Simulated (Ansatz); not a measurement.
```yaml
crystal:
  periodic: [false, false, false]
  atoms:
    - {symbol: B, position_ang: [0.557182, 1.768950, 1.551093]}
    - {symbol: B, position_ang: [1.774267, -1.555256, -0.527848]}
    - {symbol: S, position_ang: [2.324056, 2.199619, -2.156621]}
    - {symbol: B, position_ang: [-1.374345, -1.300758, 1.275334]}
    - {symbol: B, position_ang: [-1.469409, 0.602132, -1.823071]}
    - {symbol: H, position_ang: [0.951308, 3.520129, 3.480910]}
    - {symbol: H, position_ang: [3.519340, -3.493858, -0.905631]}
    - {symbol: H, position_ang: [-2.957481, -2.799062, 2.744207]}
    - {symbol: H, position_ang: [-3.324896, 1.058104, -3.638394]}
basis:
  gaussian: {orbitals: def2-mTZVP}
hamiltonian: {xc: {name: PBE}, dispersion: d3bj}
scf: {omitted_lower_state_checks: [starts]}
output: {forces: true}
```

```sh
$ ansatz run in.yaml --threads 4 --pin off --events-out ev --progress --plain --max-ram 3916MiB
```

Output, abridged:

```
Functional definition: PBE
1098 factors; their error is unknown
mean field evaluation 1: about -13537.9493 eV, gradient 5.7e1 eV
mean field evaluation 2: about -13107.1760 eV, gradient 1.8e2 eV
mean field evaluation 4: about -13311.6093 eV, gradient 1.6e2 eV
mean field evaluation 8: about -13562.8730 eV, gradient 3.0e0 eV
mean field evaluation 16: about -13562.9645 eV, gradient 2.0e-5 eV
mean field -13562.96452995 eV, -498.4297531682 hartree, gradient 2.0e-6 eV, S^2 0.000000; 0 other end points of the search recorded, 0 dependent functions left out
reference -13562.96459769 eV, -498.4297556574 hartree; 20, 20 occupied and 90, 90 virtual orbitals, 1098 factors
Total energy: -13563.16049081 eV, -498.4369545969 hartree
Atom 0 at     0.557182     1.768950     1.551093 Å, force     0.240480     0.764350     0.670879 eV/Å
Atom 1 at     1.774267    -1.555256    -0.527848 Å, force     0.766636    -0.672643    -0.227886 eV/Å
Atom 2 at     2.324056     2.199619    -2.156621 Å, force    -0.657805    -0.622556     0.610358 eV/Å
Atom 3 at    -1.374345    -1.300758     1.275334 Å, force    -0.454562    -0.430193     0.421709 eV/Å
Atom 4 at    -1.469409     0.602132    -1.823071 Å, force    -0.635561     0.259944    -0.787722 eV/Å
Atom 5 at     0.951308     3.520129     3.480910 Å, force    -0.208993    -0.946027    -1.052355 eV/Å
Atom 6 at     3.519340    -3.493858    -0.905631 Å, force    -0.942422     1.057179     0.200501 eV/Å
Atom 7 at    -2.957481    -2.799062     2.744207 Å, force     0.879921     0.832767    -0.816410 eV/Å
Atom 8 at    -3.324896     1.058104    -3.638394 Å, force     1.012306    -0.242822     0.980927 eV/Å
Dipole moment:    -0.464284    -0.439437     0.430868 e Å
Checks for a lower state left out: starts
```

In this input the geometry is stretched to more than twice its size. The calculation finished and met its thresholds. The result belongs to that input, not to the species as meant.
